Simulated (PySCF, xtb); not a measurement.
C4H3ClF2, SMILES C=C(F)/C(Cl)=C\F.

GFN2-xTB (xtb) at its own geometry gives an orbital gap of 3.43 eV and a dipole moment of 2.20 D.

The structure is a stationary point at B3LYP-D3(BJ)/def2-SVP. The structure was generated by enumeration; whether it is a known compound was not checked. Other conformers were not sampled.

**Question.** What does PySCF with r2SCAN/def2-TZVP give? (Estimate from the structure and the level; the computed values follow.)

**Answer.** gap 4.01 eV (levels -6.21 and -2.20 eV), dipole 1.04 D.
